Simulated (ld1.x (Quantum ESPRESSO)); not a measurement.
## Which change was made? (Tl, TM)

ld1.x (Quantum ESPRESSO) 7.5 input, shortened:

```
&input
   title='Tl', zed=81., rel=1, dft='PBE', iswitch=3,
   config='[Xe] 4f14 5d10 6s2 6p1 6d-2'
 /
 &inputp
   pseudotype=2, tm=.true., lloc=0,
   nlcc=.false.
 /
3
6P  2  1   1.00   0.00  2.50  2.50  0.0
6D  3  2  -2.00  -0.05  2.40  2.40  0.0
6S  1  0   2.00   0.00  2.25  2.25  0.0
 &test
   configts(1)='6s2 6p1'
 /
```

Cutoffs, loose and tight: the cutoffs (Ry, on a coarse ladder) from which the occupation-weighted sum of valence levels, in a spherical-Bessel basis at the reference potential, stays within 10 and 1 mRy of its value at 400 Ry. They do not see the model core or the augmentation charge, which bear on the density cutoff. Test errors are all-electron minus pseudo excitation energies from the reference, over the configurations 6s2 6p0; 6s1 6p0; 6s2 6p0.5; 6s1 6p1; 6s2 6p1.3; 6s1 6p2; 6s0 6p3; variants that change the core or the reference have their own tests.

The base gives: outcome: generated; cutoff, loose: 18 Ry; cutoff, tight: 30 Ry; bound ghosts: d; largest test error (meV): +186.

(1) After one change the result is: outcome: generated; cutoff, loose: 21 Ry; cutoff, tight: 35 Ry; bound ghosts: none; largest test error (meV): +200. Which change was it?
A. all radii scaled by about 1.35 (s 3.04, p 3.38, d 3.24 bohr)
B. all radii scaled by about 1.14 (s 2.56, p 2.86, d 2.74 bohr)
C. all radii scaled by about 0.87 (s 1.96, p 2.18, d 2.08 bohr)

Answers

(1) C. The others give: all radii scaled by about 1.14 (s 2.56, p 2.86, d 2.74 bohr) → outcome: generated; cutoff, loose: 15 Ry; cutoff, tight: 25 Ry; bound ghosts: d; largest test error (meV): +171 | all radii scaled by about 1.35 (s 3.04, p 3.38, d 3.24 bohr) → outcome: generated; cutoff, loose: 8 Ry; cutoff, tight: 18 Ry; bound ghosts: d; largest test error (meV): +109.
